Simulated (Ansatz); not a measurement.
Species: C$_{3}$H$_{5}$N, SMILES `C1=NCC1` (charge 0, multiplicity 1).

Give a relaxed geometry from B3LYP-D3(BJ)/def2-TZVP (Ansatz, a first-principles code).

the end point of this relaxation (outside a Z-matrix the atoms follow the SMILES, hydrogens last).
Z-matrix (Å, degrees):
```
C
H 1 1.0912
H 1 1.0912 2 109.08
C 1 1.5027 2 116.25 3 -133.83
N 4 1.2815 1 99.86 2 -114.74
H 4 1.0883 5 126.28 1 -180.00
C 5 1.4972 4 90.70 6 -180.00
H 7 1.0903 5 112.55 4 117.83
H 7 1.0903 8 109.53 5 -126.00
```
